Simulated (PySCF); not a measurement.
phosphoric acid anion (H3O4P), SMILES O=P(O)(O)O (connectivity only; charge and spin as stated), charge -1, multiplicity 2. Coordinates come from a PBE-D3(BJ)/def2-SVPD optimisation. The multiplicity is an assumed one; other spin states were not compared. One conformer was computed; it need not be the lowest.

These are PBE-D3(BJ)/def2-SVPD (PySCF 2.14.0) values and carry that method's errors.

Harmonic wavenumbers (cm⁻¹): 172, 199, 266, 322, 343, 388, 399, 432, 531, 558, 711, 855, 919, 1062, 1066, 3642, 3673, 3677. Rotational constants (GHz): 5.698, 3.663, 2.794; symmetry number 1.

Task: Work out the zero-point energy and the ideal-gas rigid-rotor harmonic-oscillator thermochemistry at 298.15 K and 1 atm.

Result: ZPE = ½ Σ hcν = ½ × 19216 cm⁻¹ = 27.47 kcal/mol. H − E(el) = 32.33 kcal/mol. Entropy in cal/(mol K): translation 39.66, rotation 26.11, vibration 13.35, spin 1.38, total 80.50. G − E(el) = 8.33 kcal/mol. Cp = 25.77 cal/(mol K).
